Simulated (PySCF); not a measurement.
Molecule: sum formula LiNH3F, net charge 0, singlet state. SMILES: [NH3]->[Li][F]
Geometry: optimised at B3LYP-D3(BJ)/def2-TZVP (Ansatz).

Dispersion corrections to the total energy (kcal/mol) from the dftd3 and dftd4 libraries through PySCF: D3(BJ) without and D4 with the three-body term, each with the damping fitted for the functional named.

| functional | D3(BJ) | D4 |
|---|---|---|
| BP86 | -2.04 | -1.08 |
| BLYP | -2.80 | -1.83 |
| TPSSh | -1.48 | -1.01 |
| revPBE | ___ | -2.87 |
| LC-wPBE | -1.19 | ___ |
| B3LYP | -2.29 | ___ |
| CAM-B3LYP | -0.98 | -0.70 |

Task: Complete the blanks.

Result: 
- revPBE, D3(BJ): -3.43
- LC-wPBE, D4: -0.91
- B3LYP, D4: -1.31
